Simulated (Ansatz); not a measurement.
Consider the formal exchange of groups at the Sn–F bond: `C[O][Sn]([F])([F])[O]C` + `CC(C)C` → `C[O][Sn]([F])([O]C)[C](C)(C)C` + H–F.

Computed with Ansatz on PBE0-D4/def2-TZVP structures; ΔE is electronic, products minus reactants. CCSD(T)/CBS adds triple-zeta CCSD(T) − MP2 to the extrapolated MP2 energy (def2 sets, frozen cores). This one scheme is used for every species. Functionals use def2-TZVPP. Elements past krypton have def2 core potentials. For Sn outer-core shells are correlated without core-valence functions, which leaves a few kJ/mol of doubt a bond. One conformer a species, not always the lowest.

CCSD(T)/CBS gives +0.39 eV.

Question: Another level gave +0.46 eV. Which?
A. BHLYP-D4/def2-TZVPP
B. PBE-QIDH/def2-TZVPP
C. CAM-B3LYP-D4/def2-TZVPP
D. CAM-B3LYP/def2-TZVPP

Answer: B. PBE-QIDH 0.46, CAM-B3LYP-D4 0.57, BHLYP-D4 0.53, CAM-B3LYP 0.72 eV.

Largest T1 diagnostic among the species: 0.015.

From r2SCAN to r2SCAN0 (25 % exact exchange), in def2-TZVPP and without D4, ΔE moves by −0.04 eV. At CCSD(T), def2-SVP lies +0.11 eV from the extrapolated value and def2-TZVPP −0.01 eV.
